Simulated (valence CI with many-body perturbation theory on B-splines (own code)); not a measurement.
**Energy levels of Tb⁶⁰⁺**

Calculated by configuration interaction combined with many-body perturbation theory (CI+MBPT): three valence electrons over a frozen Dirac-Fock core [He], a basis of 11 s, 11 p, 9 d, 7 f, 5 g, 2 h, 1 i functions for each j, with the one-electron correlation potential Σ1, the two-electron term Σ2, the three-electron term Σ3, Breit, model QED; selected CI, second order for the rest (own B-spline code, finite nucleus).

The last digits are not significant, and no measured levels were compared; by estimate large intervals hold to a few tenths of a per cent, small ones and those within an open d or f shell to about a per cent.

Levels 1 to 45 of 102, with energies above the lowest level, (2s^2 2p1/2) J=1/2. "Leading %" is the weight of the configuration and term that name the level; weights of strongly mixed levels are sums over their largest components and can fall short. In the jj column 3d3/2^4 stands for four electrons in 3d with j = 3/2. Lifetimes count E1, E2, E3, M1 and M2 decay at the calculated energies, and are blank where another channel may lead or the interval is too uncertain; long ones can be off by a factor of two.

```tsv
No.	Configuration	Term	J	E (eV)	Leading %	Lifetime	Second component	Leading jj
1	2s2 2p	2P°	1/2	0.0	100			2s^2 2p1/2 (100 %)
2	2s 2p2	4P	1/2	218.3	52	58.7 ps	30 % 2s 2p2 2S	2s 2p1/2^2 (99 %)
3	2s2 2p	2P°	3/2	814.2	99	103 ps		2s^2 2p3/2 (99 %)
4	2s 2p2	4P	3/2	966.9	90	36.6 ps	7 % 2s 2p2 2D	2s 2p1/2 2p3/2 (100 %)
5	2s 2p2	2D	5/2	1004.2	62	156 ps	38 % 2s 2p2 4P	2s 2p1/2 2p3/2 (100 %)
6	2s 2p2	2P	1/2	1065.3	69	258 fs	30 % 2s 2p2 4P	2s 2p1/2 2p3/2 (99 %)
7	2s 2p2	2D	3/2	1067.0	63	295 fs	36 % 2s 2p2 2P	2s 2p1/2 2p3/2 (100 %)
8	2p3	2P°	3/2	1295.9	48	383 fs	27 % 2p3 2D°	2p1/2^2 2p3/2 (99 %)
9	2s 2p2	4P	5/2	1799.0	62	1.32 ps	38 % 2s 2p2 2D	2s 2p3/2^2 (100 %)
10	2s 2p2	2S	1/2	1891.6	69	322 fs	18 % 2s 2p2 4P	2s 2p3/2^2 (100 %)
11	2s 2p2	2P	3/2	1892.5	61	179 fs	31 % 2s 2p2 2D	2s 2p3/2^2 (100 %)
12	2p3	4S°	3/2	2068.9	55	189 fs	45 % 2p3 2D°	2p1/2 2p3/2^2 (100 %)
13	2p3	2D°	5/2	2090.8	100	205 fs		2p1/2 2p3/2^2 (100 %)
14	2p3	2P°	1/2	2139.2	100	171 fs		2p1/2 2p3/2^2 (100 %)
15	2p3	2P°	3/2	2921.3	52	127 fs	28 % 2p3 2D°	2p3/2^3 (100 %)
16	2s2 3s	2S	1/2	7876.6	98	6.32 fs		2s^2 3s (98 %)
17	2s2 3p	2P°	1/2	7950.2	96	163 fs		2s^2 3p1/2 (96 %)
18	2s 2p 3s	4P°	1/2	8022.7	85	7.08 fs	13 % 2s 2p 3s 2P°	2s 2p1/2 3s (98 %)
19	2s 2p 3s	4P°	3/2	8046.5	60	6.31 fs	39 % 2s 2p 3s 2P°	2s 2p1/2 3s (98 %)
20	2s 2p 3s	2P°	1/2	8072.4	94	8.51 fs	5 % 2s 2p 3s 4P°	2s 2p1/2 3s (99 %)
21	2s 2p 3p	4D	1/2	8084.7	72	8.87 fs	20 % 2s 2p 3p 2P	2s 2p1/2 3p1/2 (100 %)
22	2s 2p 3p	4D	3/2	8109.7	40	3.29 fs	32 % 2s 2p 3p 2D	2s 2p1/2 3p1/2 (99 %)
23	2s 2p 3p	4P	1/2	8146.7	47	6.89 fs	30 % 2s 2p 3p 2S	2s 2p1/2 3p1/2 (99 %)
24	2s2 3p	2P°	3/2	8191.5	97	96.7 fs		2s^2 3p3/2 (97 %)
25	2s2 3d	2D	3/2	8242.8	98	1.01 fs		2s^2 3d3/2 (98 %)
26	2p2 3s	4P	1/2	8284.5	42	6.89 fs	27 % 2p2 3s 2S	2p1/2^2 3s (90 %)
27	2s2 3d	2D	5/2	8308.3	96	1.08 fs		2s^2 3d5/2 (96 %)
28	2s 2p 3p	4P	3/2	8335.6	31	8.99 fs	27 % 2s 2p 3p 4D	2s 2p1/2 3p3/2 (100 %)
29	2p2 3p	2P°	1/2	8345.5	43	1.42 fs	37 % 2p2 3p 4D°	2p1/2^2 3p1/2 (93 %)
30	2s 2p 3p	4D	5/2	8364.3	44	35.7 fs	37 % 2s 2p 3p 2D	2s 2p1/2 3p3/2 (97 %)
31	2s 2p 3p	2D	3/2	8367.0	43	4.00 fs	22 % 2s 2p 3p 2P	2s 2p1/2 3p3/2 (99 %)
32	2s 2p 3p	2P	1/2	8375.3	40	2.80 fs	17 % 2s 2p 3p 2S	2s 2p1/2 3p3/2 (90 %)
33	2s 2p 3d	4F°	3/2	8375.8	71	3.97 fs	13 % 2s 2p 3d 2D°	2s 2p1/2 3d3/2 (100 %)
34	2s 2p 3d	4F°	5/2	8402.9	45	5.49 fs	29 % 2s 2p 3d 2F°	2s 2p1/2 3d3/2 (97 %)
35	2s 2p 3d	2P°	3/2	8419.7	29	820 as	26 % 2s 2p 3d 4D°	2s 2p1/2 3d3/2 (98 %)
36	2s 2p 3d	4D°	1/2	8425.4	52	997 as	37 % 2s 2p 3d 2P°	2s 2p1/2 3d3/2 (94 %)
37	2s 2p 3d	4P°	5/2	8452.8	34	1.07 fs	29 % 2s 2p 3d 4D°	2s 2p1/2 3d5/2 (99 %)
38	2s 2p 3d	2F°	7/2	8478.1	38	1.11 fs	38 % 2s 2p 3d 4F°	2s 2p1/2 3d5/2 (100 %)
39	2s 2p 3d	2F°	5/2	8489.2	50	1.11 fs	23 % 2s 2p 3d 2D°	2s 2p1/2 3d5/2 (98 %)
40	2s 2p 3d	2P°	3/2	8489.7	39	1.11 fs	34 % 2s 2p 3d 2D°	2s 2p1/2 3d5/2 (96 %)
41	2p2 3p	2P°	3/2	8601.8	33	3.80 fs	20 % 2p2 3p 4D°	2p1/2^2 3p3/2 (96 %)
42	2p2 3d	2D	3/2	8639.7	42	5.82 fs	33 % 2p2 3d 4F	2p1/2^2 3d3/2 (98 %)
43	2p2 3d	2D	5/2	8717.3	35	1.14 fs	18 % 2p2 3d 4D	2p1/2^2 3d5/2 (98 %)
44	2s 2p 3s	4P°	5/2	8838.8	100	9.14 fs		2s 2p3/2 3s (100 %)
45	2s 2p 3s	2P°	3/2	8861.8	77	5.57 fs	23 % 2s 2p 3s 4P°	2s 2p3/2 3s (100 %)
```

The ionisation energy to 2s2 1S_0 of the next ion comes out as 13997 eV (NIST: 14003 ± 10 eV (theoretical)). All 102 levels together are meant to be complete up to 9537.2 eV.
